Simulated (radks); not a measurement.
Results of a calculation; reference values are marked as such.
Question: The lutetium ion Lu3+, [Xe] 4f14. Code: a radial shooting solver on a logarithmic mesh with Libxc functionals. Model: non-relativistic Kohn-Sham, exchange-only LDA, spin-polarised, spherical densities, point nucleus. Every spin shell is full or empty, so the densities are truly spherical. Functionals are evaluated on that one density, not self-consistently. Rank these orbital-free kinetic functionals by their error against the exact value of the orbitals, and give that value: Thomas-Fermi, TF + vW/9, LC94, APBEK, revAPBEK, Perdew 92, Thakkar, Pearson, LKT, PG1, DePristo-Kress, Ernzerhof.

Answer: Exact: 13839.6 hartree. From best to worst, with 100 (|E| - |E exact|)/|E exact| (equal figures are ties): APBEK -0.02, LC94 -0.05, revAPBEK +0.13, DePristo-Kress -0.25, Ernzerhof -0.54, Perdew 92 -0.76, TF + vW/9 -0.77, Thakkar -0.81, Pearson -0.94, Thomas-Fermi -4.86, PG1 +12.94, LKT +16.60.
